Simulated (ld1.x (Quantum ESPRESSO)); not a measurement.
# indium (In), ultrasoft: configuration errors across variants

| Quantity | Value |
| --- | --- |
| Element | In |
| Generator | ld1.x (Quantum ESPRESSO) 7.5 |
| Type | ultrasoft |
| Functional | BP86 |
| Relativity | scalar-relativistic |
| Frozen core | [Ar] 3d10 |
| Valence charge | 21 |
| Reference configuration | 4s2 4p6 4d10 5s2 5p0.75 (charge +0.25) |
| Partial waves | 4s (bound): rcut 1.10, rcutus 1.35 bohr; 5s (bound): rcut 1.10, rcutus 1.35 bohr; 4p (bound): rcut 1.35, rcutus 1.50 bohr; 5p (bound): rcut 1.35, rcutus 1.50 bohr; 4d (bound): rcut 1.05, rcutus 1.25 bohr; 4d channel at 2.45 Ry: rcut 1.05, rcutus 1.25 bohr |
| Local potential | all-electron potential smoothed inside 0.95 bohr (lloc = -2) |
| Core correction | Bessel-smoothed model core inside 1.15 bohr |
| Augmentation charge | PSQ, inside the norm-conserving radii |

All-electron excitation energies from the reference (eV): (1) 4s2 4p6 4d10 5s2 5p1 -0.833; (2) 4s2 4p6 4d10 5s2 5p0 4.678; (3) 4s2 4p6 4d10 5s1 5p0 24.118.

The overlap operator is not positive definite (basis up to 400 Ry) in “base”, “waves 4d (bound): rcut 0.88, rcutus 0.94 bohr; 4d channel at 2.45 Ry: rcut 0.88, rcutus 0.94 bohr”, “waves 4d (bound): rcut 1.05, rcutus 1.16 bohr; 4d channel at 2.45 Ry: rcut 1.05, rcutus 1.16 bohr”, “waves 4d (bound): rcut 1.05, rcutus 1.26 bohr; 4d channel at 2.45 Ry: rcut 1.05, rcutus 1.26 bohr”. Such files are unfit for use, however small their errors in these radial tests.

4 further variants failed, have other tests or too few solved ones, and are left out.

Errors AE − PS in meV (a dash: test not solved or not reliable):

```csv
change,(1),(2),(3),bound ghosts
base,+0.1,-2.1,-3.6,not determined (overlap not positive)
"waves 4d (bound): rcut 0.88, rcutus 0.94 bohr; 4d channel at 2.45 Ry: rcut 0.88, rcutus 0.94 bohr",+0.1,-3.1,-9.3,not determined (overlap not positive)
"waves 4d (bound): rcut 1.05, rcutus 1.16 bohr; 4d channel at 2.45 Ry: rcut 1.05, rcutus 1.16 bohr",+0.1,-2.8,-7.5,not determined (overlap not positive)
"waves 4d (bound): rcut 1.05, rcutus 1.26 bohr; 4d channel at 2.45 Ry: rcut 1.05, rcutus 1.26 bohr",+0.1,-2.1,-3.6,not determined (overlap not positive)
```

Problem. Give the same row for: waves 4d (bound): rcut 0.78, rcutus 0.82 bohr; 4d channel at 2.45 Ry: rcut 0.78, rcutus 0.82 bohr.

Solution. 0.0, -3.0, -9.7; bound ghosts: not determined (overlap not positive). Its overlap operator is not positive definite in a basis up to 400 Ry (lowest eigenvalue s -0.12), so the file is unfit for use: the generalised eigenproblem breaks down once the basis is large enough, and its test numbers describe a broken file.
